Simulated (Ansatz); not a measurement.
Geometry optimisation, RKS B3LYP-D4/def2-SVP (Ansatz 0.2.0).

The input (input.yaml):

```yaml
crystal:
  periodic: [false, false, false]
  atoms:
    - { symbol: Si, position_ang: [0.13195, 0.98644, -0.32826] }
    - { symbol: C, position_ang: [-0.23939, -0.64185, 0.25861] }
    - { symbol: O, position_ang: [0.19519, -1.4255, 1.29635] }
    - { symbol: S, position_ang: [0.02716, -2.31181, -0.14925] }
    - { symbol: H, position_ang: [-0.8279, 0.16082, -0.18577] }
    - { symbol: H, position_ang: [0.18611, 2.10002, 0.6011] }
basis:
  gaussian: { orbitals: def2-SVP }
hamiltonian:
  xc: b3lyp
  dispersion: d4
relax:
  f_tol: 0.02
  max_steps: 50
output:
  orbitals: {}
```

Launched with:

```bash
$ ansatz run input.yaml --threads 1 --pin off --max-ram 2048MiB --backend cpu --events-out ev --progress --plain --runs-dir out
```

Where does it end, and by what steps?

It converged. After 20 steps the energy has fallen by 4.651 eV; H5 moved furthest, 1.30 Å. The start is strongly strained (largest force component 11 eV/Å), so its close contacts needn't be bonds. Parted: Si1–H5. Joined: Si1–S4.

```csv
step,energy less start (eV),largest force component (eV/Å),accepted
0,0.0000,10.574,yes
1,-2.2168,5.730,yes
2,-3.5459,1.428,yes
3,-3.6929,1.154,yes
4,-3.7783,0.793,yes
5,-3.8476,0.813,yes
6,-3.8854,0.671,yes
7,-3.9950,0.610,yes
8,-4.0473,0.857,yes
9,-4.0956,0.682,yes
10,-4.0922,1.766,no
11,-4.1443,0.346,yes
12,-4.1887,0.314,yes
13,-4.2777,0.466,yes
14,-4.4240,0.764,yes
15,-4.5611,0.659,yes
16,-4.6196,0.406,yes
17,-4.6450,0.216,yes
18,-4.6495,0.073,yes
19,-4.6505,0.026,yes
20,-4.6506,0.014,yes
```

```xyz
6
Properties=species:S:1:pos:R:3
Si 0.362 1.002 -0.582
C -0.757 -0.357 0.232
O -0.205 -0.955 1.348
S 0.727 -1.367 -0.125
H -1.714 -0.782 -0.112
H 1.060 1.327 0.732
```

Whether the end is a true minimum wasn't checked by a vibrational analysis.

The run took 24 s on 1 thread of AMD EPYC 9R45 96-Core Processor (Zen 5) (shared host), peak memory 0.18 GiB.
